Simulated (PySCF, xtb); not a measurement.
## Ranking isomers of AlB2FH4

3 gas-phase structures of AlB2FH4, found in a search over its isomers (lower ones may exist). Each was relaxed with GFN2-xTB:

A. a singlet given by its coordinates
B. `[BH2][Al]([BH2])[F]`, a singlet
C. a singlet given by its coordinates

A (Å):

| atom | x (Å) | y (Å) | z (Å) |
| --- | --- | --- | --- |
| Al | 0.6388 | -0.3180 | 0.8066 |
| B | -0.0264 | 0.8825 | -0.7839 |
| B | -0.6269 | 1.3558 | 0.6907 |
| F | 1.4722 | -1.5547 | 1.5432 |
| H | -0.0901 | 2.1528 | 1.3963 |
| H | 0.9871 | 1.3043 | -1.2492 |
| H | -1.6541 | 0.9552 | 1.1437 |
| H | -0.5762 | 0.1060 | -1.5016 |

Close contacts (Å): Al1–B2 2.10, Al1–B3 2.10, Al1–F4 1.66, B2–B3 1.66, B2–H6 1.19, B2–H8 1.19, B3–H5 1.19, B3–H7 1.19.

C (Å):

```xyz
8

Al    0.5530   -0.7059   -2.9288
B     1.1565   -0.1928   -0.8151
B     2.2644    0.0577   -1.8617
F    -0.4414    0.3823   -3.6903
H     0.2872    0.5895   -0.6088
H     1.0460   -1.2063   -0.2136
H     3.2683    0.3964   -2.3443
H     0.2781   -2.1134   -3.5177
```

Close contacts (Å): Al1–B2 2.26, Al1–B3 2.16, Al1–F4 1.66, B2–B3 1.54, Al1–H8 1.55, B2–H5 1.19, B2–H6 1.18, B3–H7 1.16.

Q: Estimate their order in r2SCAN-D4/def2-SVP energy at these geometries, lowest first.

A: Calculated order at r2SCAN-D4/def2-SVP: A (0.000), C (0.393), B (1.222) eV.

Energies above the lowest of each column, in eV:

```json
{"structure": "A", "GFN2-xTB": "0.000", "HF/STO-3G": "0.000", "r2SCAN-D4/def2-SVP": "0.000"}
{"structure": "C", "GFN2-xTB": "0.495", "HF/STO-3G": "0.409", "r2SCAN-D4/def2-SVP": "0.393"}
{"structure": "B", "GFN2-xTB": "1.579", "HF/STO-3G": "0.280", "r2SCAN-D4/def2-SVP": "1.222"}
```

Every level run on A puts it lowest or level with the lowest. Some further structures that were screened fall inside this span and aren't listed. Flexible structures stand in one conformer each, not always the lowest. No reliable frequencies are at hand for these structures.

Programs: PySCF 2.14.0, xtb 6.7.1.
